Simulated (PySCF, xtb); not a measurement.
H8N3Si3, SMILES N1[SiH]N[SiH2]N[SiH2]1 (connectivity only; charge and spin as stated), charge +1, multiplicity 1.

GFN2-xTB in xtb at its own geometry gives an orbital gap of 3.37 eV.

Geometry: ωB97X-D3(BJ)/def2-SVP. The spin state was assumed, not searched. The isomer is the one that the SMILES or the coordinates give; other isomers of the formula were not compared.

**Question.** What does PySCF with ωB97X/def2-TZVP give? (The exact figures need the calculation; the answer reports its results.)

**Answer.** gap 10.73 eV (levels -14.55 and -3.82 eV).
